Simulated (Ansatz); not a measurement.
(1) Predict a relaxed structure of Sn₂H₆, charge 0, singlet, at PBE0-D4/def2-TZVP (Ansatz).

Answers

(1) 
Cartesian coordinates in Å:
```
Sn 1.2928 -0.2108 0.4406
H 2.1745 -1.1306 -0.6956
H 2.1020 1.2750 0.6682
H 1.2940 -1.0527 1.9257
Sn -1.2928 0.2108 -0.4406
H -2.1848 1.1007 0.7113
H -2.0908 -1.2756 -0.7018
H -1.2950 1.0833 -1.9079
```
Point group D3d (tolerance 0.1 Å). This is one stationary point.

In the def2 sets Sn takes a core potential; there is no spin–orbit coupling.
